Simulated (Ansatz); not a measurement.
Ansatz (a program for electronic structure) input (MP2/STO-3G):

Ansatz 0.2 input:
```yaml
crystal:
  periodic: [false, false, false]
  atoms:
    - {symbol: F, position_ang: [-0.09567700, -1.80634000, 1.30959800]}
    - {symbol: Si, position_ang: [-0.04468000, -0.89020800, 0.01851400]}
    - {symbol: F, position_ang: [-0.08831700, -1.85959600, -1.23335700]}
    - {symbol: I, position_ang: [-2.00123600, 0.53019000, -0.01689600]}
    - {symbol: I, position_ang: [2.04428300, 0.32747700, -0.00094200]}
basis:
  gaussian:
    orbitals: STO-3G
magnetization: {spin_polarized: false}
correlation: {method: mp2, electrons: outside_noble_gas}
```

Output:

```
Functional definition: HF
integrals: 0.02 GiB planned
819 factors; integrals over basis functions are off by at most 2.2e-5 eV
mean field: 0.74 GiB planned
mean field evaluation 1: about -385940.1718 eV, gradient 3.1e1 eV
mean field evaluation 2: about -385940.2009 eV, gradient 3.1e1 eV
mean field evaluation 4: about -385944.5919 eV, gradient 1.2e0 eV
mean field evaluation 8: about -385944.6031 eV, gradient 1.4e-2 eV
mean field -385944.60312493 eV, -14183.2025621934 hartree, gradient 6.9e-7 eV, S^2 0.000000; 0 other end points of the search recorded, 0 dependent functions left out
53 core orbitals not correlated
reference -385944.60312493 eV, -14183.2025621934 hartree; 16, 16 occupied and 4, 4 virtual orbitals, 819 factors
second order -1.99190634 eV of doubles, -0.00000000 eV of singles
Total energy: -385946.59503127 eV, -14183.2757634012 hartree
```

The geometry given is a B3LYP-D3(BJ)/def2-TZVP minimum.
